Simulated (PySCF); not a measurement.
# Bond lengths and vibrations by method: AlGeH2NO

These are calculations, not measurements. They come from PySCF 2.14.0, an open-source quantum chemistry program, on an isolated molecule that a program drew, which may never have been made. The molecule is AlGeH2NO (charge 0, singlet), drawn as the SMILES string `[NH2][Ge][Al]=[O]`.

The geometry was optimised and harmonic frequencies were computed with HF and MP2, all in the cc-pV(D+d)Z basis, for the commonest isotopes, with a restricted reference for singlets and an unrestricted one otherwise, and a frozen core in MP2. Germanium has the cc-pVDZ-PP basis, with a core potential (ECP10MDF) in place of its 10 inner electrons, and its 3s, 3p and 3d shells are frozen in MP2. Each result is a local minimum of its method.

Geometry at the HF minimum:
```xyz
6
AlGeH2NO, angstrom
N     1.3119   -1.3202   -0.5431
Ge    1.5118   -1.4207   -2.3375
Al   -1.0385   -1.0207   -2.8897
O    -2.5596   -0.7816   -3.2323
H     2.1173   -1.4307    0.0475
H     0.4858   -1.1634    0.0017
```

Lengths of the bonds as drawn, in Å (atoms numbered as above):
| bond | HF | MP2 |
|---|---|---|
| N1-Ge2 | 1.808 | 1.835 |
| Ge2-Al3 | 2.640 | 2.630 |
| Al3-O4 | 1.577 | 1.638 |
| N1-H5 | 1.005 | 1.021 |
| N1-H6 | 1.002 | 1.019 |

Rotational constants, in GHz:
| constant | HF | MP2 |
|---|---|---|
| A | 11.13 | 10.64 |
| B | 1.485 | 1.479 |
| C | 1.31 | 1.299 |

Harmonic frequencies in cm^-1, each column in rising order, so a row needn't be the same motion in every method:
| rank | HF | MP2 |
|---|---|---|
| 1 | 92 | 74 |
| 2 | 134 | 107 |
| 3 | 211 | 191 |
| 4 | 255 | 244 |
| 5 | 494 | 496 |
| 6 | 551 | 552 |
| 7 | 740 | 704 |
| 8 | 832 | 760 |
| 9 | 1187 | 1007 |
| 10 | 1700 | ? |
| 11 | 3762 | 3559 |
| 12 | 3870 | 3680 |

**Estimate the missing MP2 frequency from the HF column.**

A single factor s that minimises the squared misfit of MP2 against s times HF over the other rows is sum(HF x MP2) / sum(HF^2) = 0.9442, with an rms misfit of 39 cm^-1. For rank 10 it gives 0.9442 x 1700 = 1605 cm^-1. The calculation gives 1563 cm^-1, 42 cm^-1 below the estimate. The drawn bonds are on average 1.7 % longer in MP2 than in HF.
